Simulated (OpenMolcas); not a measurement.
## What dynamic correlation does to the levels of Cs

```json
{
 "Program": "OpenMolcas",
 "Basis": "ANO-RCC [12s10p8d4f2g]",
 "Scalar Hamiltonian": "DKH2, point nucleus",
 "Active space": "1 electron in 9 orbitals (5d 6s 6p)",
 "State averaging": "2S+1 = 2 even, 6 roots; 2S+1 = 2 odd, 3 roots",
 "Spin-orbit coupling": "state interaction with AMFI integrals over the reference wave functions, term energies averaged over their components"
}
```

Methods on the same reference wave functions:
A. CASSCF
B. SS-CASPT2, IPEA 0.25 Eh, imaginary shift 0.1 Eh (closed shells correlated: 5s 5p)

Energies in cm⁻¹ above 6s ²S_1/2, the measured ground level; measured values from NIST Handbook of Basic Atomic Spectroscopic Data.

```csv
Level,A,B,Measured
6s ²S_1/2,0.0,0.0,0.0
6p ²P°_1/2,9290,11042,11178
6p ²P°_3/2,9588,11341,11732
5d ²D_3/2,14388,14773,14499
5d ²D_5/2,14525,14911,14597
```

Deviations, from unrounded energies. A percentage is the sum of absolute deviations over the sum of measured energies, with the sign that they share, or ± where signs differ.

```csv
Against measurement,Levels,A,B
mean absolute deviation (cm-1),4,1100,280
other configurations (%),4,-8.1,±2.1
```

B lies closest to measurement on these levels. The largest miss of B in the table is 6p ²P°_3/2, by -390 cm-1. The ranking rests on the paired levels alone, and a cruder setting can come out closer through cancelling errors.

The lowest spin-free term lies below A's lowest term by 0.177 hartree in B.

ANO sets are built for ground and valence states and can reach diffuse excited orbitals poorly. With one active electron the reference holds no correlation, so core polarisation is missing (holds for A). With one active electron, CASPT2 adds the correlation within the correlated inactive shells and between them and that electron, and leaves the splitting within a term as the reference gives it (holds for B). Computed and measured levels are paired by configuration, term and J; levels that our copy of the source lacks, or whose pairing is in doubt (as where it misses far off the trend of its configuration), stay unpaired and out of the deviations. Levels of configurations outside the active space are missing.

° marks odd parity.
